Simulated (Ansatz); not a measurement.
CF-, multiplicity 3 (lowest of 2S+1 = 1, 3, 5 at CCSD(T)/def2-TZVPP on PBE0 minima; our sources give no spin for the ground state, which may be another), most abundant isotopes (12.0000 and 18.9984 u). Constants from fifth-degree fits in 1/R to seven points on the lowest solution found; no spin–orbit coupling, no relativity up to Kr; ω_e x_e and α_e move by some per cent with the fit.

Cores are frozen in the correlated methods. CBS: X⁻³ extrapolation of the correlation energy, Hartree–Fock from the larger set.

Programs: Ansatz (Gaussian orbitals). 

```csv
level,r_e (Å),ω_e (cm⁻¹),ω_e x_e (cm⁻¹),α_e (cm⁻¹)
PBE/def2-TZVPP,1.4559,791.4,8.43,0.0191
"CCSD(T)/CBS(aug-cc-pVTZ, aug-cc-pVQZ)",1.4317,800.5,9.50,0.0203
```

**Question.** Derive the rotational constants, the centrifugal constant, the fundamental, the zero-point energy and the force constant.

**Answer.** 
μ = 7.35460 u.
- PBE/def2-TZVPP: B_e = 16.8576/(μ r_e²) = 1.0814 cm⁻¹; B₀ = B_e − α_e/2 = 1.0719 cm⁻¹; D = 4B_e³/ω_e² = 8.08e-06 cm⁻¹; fundamental ω_e − 2ω_e x_e = 775 cm⁻¹; zero-point energy ω_e/2 − ω_e x_e/4 = 394 cm⁻¹; k = μ(2πcω_e)² = 271 N/m
- CCSD(T)/CBS(aug-cc-pVTZ, aug-cc-pVQZ): B_e = 16.8576/(μ r_e²) = 1.1183 cm⁻¹; B₀ = B_e − α_e/2 = 1.1081 cm⁻¹; D = 4B_e³/ω_e² = 8.73e-06 cm⁻¹; fundamental ω_e − 2ω_e x_e = 782 cm⁻¹; zero-point energy ω_e/2 − ω_e x_e/4 = 398 cm⁻¹; k = μ(2πcω_e)² = 278 N/m

Ansatz is an electronic-structure program.
